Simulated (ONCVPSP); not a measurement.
## Configuration tests for Kr (Z = 36) (ONCV)

ONCVPSP 4.0.1 input, shortened (lines: element, Z, core and valence counts, functional; n l f; lmax; l rc ep ncon nbas qcut; lloc lpopt rc5 dvloc0; l nproj debl; icmod fcfact rcfact), PBE, scalar-relativistic:

```
  Kr 36.00    5    3        4      upf
    1    0    2.00
    2    0    2.00
    2    1    6.00
    3    0    2.00
    3    1    6.00
    3    2   10.00
    4    0    2.00
    4    1    5.75
    3
    0    1.15    0.00    4    8    6.50
    1    1.50    0.00    3    6    4.60
    2    0.55    0.00    5   10   17.50
    3    1.35    0.13    5   10    9.10
    4    5    0.50    0.00
    0    2    3.90
    1    3    2.60
    2    2    2.80
    3    1    1.30
    3    1.50    1.15
```

In the d channel the program set the typed energies aside and used -3.094, 0.250 Ha.

Energies are relative to the spin-unpolarised reference configuration 3d10 4s2 4p5.75; without spin polarisation the order of configurations can differ from experiment.

Give the all-electron excitation energy and the error of the potential for: 3d10 4s2 4p6; 3d10 4s2 4p5; 3d10 4s2 4p4; 3d10 4s2 4p2.

```tsv
valence configuration	charge	ΔE all-electron (eV)	error AE − PS (meV)
3d10 4s2 4p6	0	-2.616	+0.2
3d10 4s2 4p5	+1	11.673	-1.4
3d10 4s2 4p4	+2	36.848	-5.0
3d10 4s2 4p2	+4	123.733	-13
```

Note: ghosts flagged at negative energy: s at -221.5 eV; GHOST(+) flagged for p at 73.6 eV, f at 154.9 eV, s at 581.8 eV. A true bound ghost makes a file unfit for plane-wave use.
